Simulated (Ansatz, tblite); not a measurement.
Cost and result up the ladder for [closo-1,2-(F)2B6H4]2- (B₆H₄F₂²⁻) (12 atoms). Charge -2, multiplicity 1. Geometry: PBE-D4/def2-SVPD.

Cartesian coordinates in Å:
```
B 0.1724 0.7633 0.9175
B -0.6290 -0.7775 0.7428
B 1.0295 -0.5826 0.2345
B -0.2119 -0.7718 -0.9580
B -1.0719 0.5787 -0.2726
B 0.5940 0.7723 -0.7763
F 0.4121 1.6562 2.0215
H -1.2287 -1.5429 1.4985
F 2.2651 -1.2536 0.5448
H -0.4105 -1.5365 -1.8981
H -2.1247 1.1553 -0.5320
H 1.2036 1.5392 -1.5225
```

Ansatz on 4 threads of Intel Xeon on a shared host; xTB runs through tblite on one thread. Times are rough, summed over both states, and most runs start from the orbitals of an earlier one. No level here is sound enough to serve as a yardstick. The other state is a doublet.

The xTB rows come from tblite. A multiply charged anion in the gas phase is held together partly by the finite basis. Removing one electron lowers the energy by 1.43 eV at PBE0-D4/def2-TZVPD, so it isn't bound.

Raw xTB energies of ions are shifted by several eV.

```
             level  functions  wall time  vertical IE (eV)                       remarks
          GFN2-xTB         36    0.028 s              0.68                             –
          GFN1-xTB         40     0.03 s              2.63                             –
BLYP-D4/def2-TZVPD        338       26 s             -1.62  HOMO above zero (-2 singlet)
 PBE-D4/def2-TZVPD        338       28 s             -1.50  HOMO above zero (-2 singlet)
```
